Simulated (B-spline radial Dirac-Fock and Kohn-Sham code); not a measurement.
## Xe⁵⁺: non-radiative channels of the N1 vacancy

System: the Xe⁵⁺ ion, [Kr] 4d10 5s2 5p1.

Input of the calculation (task.json; shells as n, l, electrons):

```json
{"items": [{
  "Z": 54,
  "q": 5,
  "cfg": [[1, 0, 2], [2, 0, 2], [2, 1, 6], [3, 0, 2], [3, 1, 6], [3, 2, 10], [4, 0, 2], [4, 1, 6], [4, 2, 10], [5, 0, 2], [5, 1, 1]],
  "A": 132,
  "rrms": 4.7859,
  "do": ["binding", "quiet", "decay"],
  "holes": ["K", "L1", "L2", "L3", "M1", "M2", "M3", "M4", "M5", "N1", "N2", "N3", "N4", "N5"]
}]}
```

Command: `python xray_run.py task.json out`

These are calculated numbers from a radial B-spline solver; the model is one-electron (LDA, Dirac) transition rates at Dirac-Fock energies. Kinetic energies are configuration averages from the vacuum level; the two-hole energies are estimated from single-hole states.

| transition | kinetic energy (eV) | width (meV) | share (%) |
| --- | --- | --- | --- |
| N1-N4N4 | 0.60 | 41.0 | 2.6 |
| N1-N4N5 | 2.36 | 572 | 36.6 |
| N1-N5N5 | 4.63 | 206 | 13.1 |
| N1-N4O1 | 61.08 | 249 | 15.9 |
| N1-N5O1 | 63.09 | 365 | 23.3 |
| N1-N4O2 | 74.25 | 8.16 | 0.5 |
| N1-N5O2 | 76.17 | 28.6 | 1.8 |
| N1-N4O3 | 76.29 | 33.6 | 2.1 |
| N1-N5O3 | 78.33 | 31.0 | 2.0 |
| N1-O1O1 | 116.6 | 18.2 | 1.2 |
| N1-O1O3 | 132.9 | 7.72 | 0.5 |

Coster-Kronig rates are the weakest part of this model and often come out 1.5 to 2.5 times too large. Channels within a few eV of threshold rest on estimated energies and may be closed in reality. The listed channels hold 100 % of the non-radiative rate. Summed by principal shells, of 1.56 eV in all: NNN 52.3 %, NNO 45.8 %, NOO 1.9 %.
